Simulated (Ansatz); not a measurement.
System: ICl, net charge 0, singlet state. SMILES: ClI
Geometry: optimised at B3LYP-D3(BJ)/def2-TZVP (Ansatz, an electronic-structure program).

Wanted: vertical electron affinity (to the doublet state of charge -1; a negative value means that the extra electron is unbound and the number depends on the basis; each state is the SCF solution reached for its spin), in eV. Cores are frozen in the correlated levels unless marked. UHF or UKS for open shells. No spin-orbit coupling. Frozen are the shells of the preceding noble gas and the d and f shells that filled before the atom's block. In def2 rows, elements after Kr have scalar-relativistic effective core potentials. Anions need diffuse functions: def2-D sets add few. CBS(X,Y): correlation extrapolated as X^-3; Hartree-Fock from the larger set.

```tsv
level	program	vertical electron affinity (eV)
SVWN5/def2-TZVPD	Ansatz	1.72
PBE/def2-TZVPD	Ansatz	1.57
r2SCAN/def2-TZVPD	Ansatz	1.68
B3LYP/def2-TZVPD	Ansatz	1.63
PBE0/def2-TZVPD	Ansatz	1.63
BHLYP/def2-TZVPD	Ansatz	1.56
CAM-B3LYP/def2-TZVPD	Ansatz	1.64
wB97M-V/def2-TZVPD	Ansatz	1.51
wB97X-V/def2-TZVPD	Ansatz	1.53
wB97X/def2-TZVPD	Ansatz	1.53
CCSD/def2-SVPD	Ansatz	1.39
CCSD/def2-TZVPPD	Ansatz	1.35
CCSD/def2-QZVPPD	Ansatz	1.44
CCSD/CBS(def2-TZVPPD,def2-QZVPPD)	Ansatz	1.51
CCSD(T)/def2-SVPD	Ansatz	1.39
CCSD(T)/def2-TZVPPD	Ansatz	1.36
CCSD(T)/def2-QZVPPD	Ansatz	1.46
CCSD(T)/CBS(def2-TZVPPD,def2-QZVPPD)	Ansatz	1.54
```
